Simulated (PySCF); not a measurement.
Exercise with solution: dipole moment from atomic charges

CH4I2Si, SMILES I[SiH](C)I. Atoms are numbered in the order given.

```xyz
8

Si     0.5250    -0.9265     0.0000
C     -0.4152    -2.5429     0.0000
I     -0.0476     0.3580     2.0308
I     -0.0476     0.3580    -2.0308
H      1.9977    -1.1093     0.0000
H     -0.1551    -3.1259     0.8978
H     -0.1551    -3.1259    -0.8978
H     -1.4989    -2.3548     0.0000
```

The structure is a stationary point at B3LYP-D3(BJ)/def2-SVP. The def2 effective core potentials stand for the cores of I; spin–orbit coupling is left out.

Charges (e) from PBE/def2-TZVP (PySCF):

| atom | ESP fit | Mulliken |
|---|---|---|
| Si1 | 0.020 | 0.248 |
| C2 | -0.582 | -0.442 |
| I3 | -0.051 | -0.131 |
| I4 | -0.051 | -0.131 |
| H5 | 0.050 | 0.006 |
| H6 | 0.208 | 0.149 |
| H7 | 0.208 | 0.149 |
| H8 | 0.198 | 0.154 |

The dipole moment of the full density is 1.79 D.

**Question.** What dipole moment does each set of point charges give, and which comes closer to that of the density?

**Answer.** 
μ = Σ q r, and 1 e Å = 4.8032 D.
ESP fit: Σ q r = (-0.004, -0.397, 0.000) e Å, |μ| = 1.91 D.
Mulliken: Σ q r = (0.061, -0.500, 0.000) e Å, |μ| = 2.42 D.
ESP fit comes closer in size. Point charges leave out the atoms' own dipoles (lone pairs, polarised bonds); fits to the potential absorb them, partitions of the density don't.
